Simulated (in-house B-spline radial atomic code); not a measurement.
Al³⁺ is squeezed into an impenetrable sphere of radius R (the orbitals vanish at R). No spin polarisation. Method: non-relativistic B3LYP, spherical fractional occupations, point nucleus. Calculated with a radial B-spline atomic code at the basis-set limit.

Energies in eV above the free ion in [He] 2s2 2p6:

```tsv
R (bohr)	highest level (eV)	[He] 2s2 2p6	-dE/dV in [He] 2s2 2p6 (GPa)
8.67	-108	0	1.79e-09
6.11	-108	0	2.6e-08
4.63	-108	0	0.000127
4.12	-108	8.305e-05	0.00216
3.53	-108	0.001661	0.0577
3.09	-108	0.01494	0.667
2.46	-108	0.3228	22
2.29	-107	0.726	56.5
1.73	-103	9.88	1300
1.56	-98	21.54	3480
```
